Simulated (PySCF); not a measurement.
## MoO₂: adding exact exchange

Base calculation in PySCF with density fitting and no spin–orbit coupling, PBE/def2-TZVP (scalar-relativistic core potentials): triplet, C2v, Mo–O 1.703 Å (×2); O–Mo–O 113.0°; wavenumbers 316, 935, 983 cm⁻¹; dipole moment 3.99 D, polar-tensor charge of Mo 1.30 e, atomisation energy (no zero-point energy) 1286 kJ/mol.

What changes on going to PBE0/def2-TZVP (scalar-relativistic core potentials)?

The point group stays the same. Changes: mean bond to Mo -0.020 Å, smallest bond angle +1.5 degrees, highest wavenumber +55 cm⁻¹, lowest wavenumber -5 cm⁻¹, dipole moment +0.55 D, polar-tensor charge of Mo +0.23 e, atomisation energy (no zero-point energy) -197 kJ/mol. The new structure has Mo–O 1.683 Å (×2); O–Mo–O 114.5°, with wavenumbers 311, 979, 1038 cm⁻¹. Exact exchange shortens and stiffens the bonds, the usual pattern.

Open d or f shells are single determinants, so the state found may not be the ground state. Only the bonding shown was studied: isomers, or loss of a ligand pair, can lie lower.
